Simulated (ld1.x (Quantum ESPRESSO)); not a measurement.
**tantalum (Ta), TM: configuration errors across variants**

* Element: Ta
* Generator: ld1.x (Quantum ESPRESSO) 7.5
* Type: norm-conserving Troullier–Martins (Kleinman–Bylander form)
* Functional: PBEsol
* Relativity: fully relativistic
* Frozen core: [Xe] 4f14
* Valence charge: 5
* Reference configuration: 5d3.5 6s1.5 6p0
* Partial waves: 6s (bound): rc 3.00 bohr; 6p (bound, empty): rc 2.70 bohr; 5d (bound): rc 1.70 bohr
* Local potential: all-electron potential smoothed inside 2.65 bohr (lloc = -1)
* Core correction: Bessel-smoothed model core inside 1.35 bohr

Open shells are filled in proportion to 2j + 1 (rel_dist='average').

All-electron excitation energies from the reference (eV): (1) 5d3 6s2 6p0 -0.987; (2) 5d3 6s1 6p0 7.522; (3) 5d3 6s0 6p0 22.500; (4) 5d3 6s0 6p2 7.604; (5) 5d3 6s0 6p1 12.603; (6) 5d4 6s1 6p0 1.105; (7) 5d2 6s2 6p1 2.008.

Errors AE − PS in meV (a dash: test not solved or not reliable):

```tsv
change	(1)	(2)	(3)	(4)	(5)	(6)	(7)	bound ghosts
base	-9.0	+1.4	-39	-5.5	+13	-8.7	-46	none
wave 6s (bound): rc 3.00 bohr becomes 6s (bound): rc 2.04 bohr	-3.0	+10	-37	-9.5	+12	-4.9	+30	none
wave 6s (bound): rc 3.00 bohr becomes 6s (bound): rc 2.32 bohr	-7.8	+3.0	-36	-3.9	+15	-8.1	-30	none
wave 6s (bound): rc 3.00 bohr becomes 6s (bound): rc 2.66 bohr	-11	+0.3	-36	-1.5	+16	-9.9	-66	none
wave 6s (bound): rc 3.00 bohr becomes 6s (bound): rc 2.98 bohr	-9.6	+1.0	-38	-3.8	+14	-9.1	-54	none
wave 6s (bound): rc 3.00 bohr becomes 6s (bound): rc 3.34 bohr	-4.9	+3.9	-52	-19	+1.0	-5.9	-1.4	none
wave 6s (bound): rc 3.00 bohr becomes 6s (bound): rc 3.84 bohr	+2.8	+8.8	-92	-55	-33	-0.5	+82	none
wave 6s (bound): rc 3.00 bohr becomes 6s (bound): rc 4.46 bohr	+14	+17	-190	-129	-111	+7.8	+196	none
```

**Question.** Give the same row for: wave 6s (bound): rc 3.00 bohr becomes 6s (bound): rc 4.18 bohr.

**Answer.** +10.0, +14, -151, -101, -80, +5.0, +158; bound ghosts: none.
